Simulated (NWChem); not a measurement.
CHCl₂ cation

```xyz
4

Cl     1.4473     0.0000    -0.1573
C      0.0000     0.0000     0.6077
Cl    -1.4473     0.0000    -0.1573
H      0.0000     0.0000     1.7003
```
Atoms are numbered in this order, from 1.

Structure relaxed at the B3LYP/6-31G* (spherical d) level.

Symmetry labels are those of C2v in the frame above (b1 and b2, or b-type labels, depend on it).

### Question
List the 4 lowest vertical singlet excitations from CAM-B3LYP/6-31+G* (spherical d), full TDDFT (NWChem).

### Answer
| state | energy (eV) | oscillator strength | symmetry | leading excitation (squared amplitude) |
|---|---|---|---|---|
| S1 | 4.12 | 0.000 | a2 | HOMO → LUMO (1.00) |
| S2 | 4.20 | 0.000 | b2 | HOMO−1 → LUMO (1.00) |
| S3 | 5.70 | 0.220 | b1 | HOMO−2 → LUMO (0.96) |
| S4 | 7.96 | 0.043 | a1 | HOMO−3 → LUMO (0.93) |
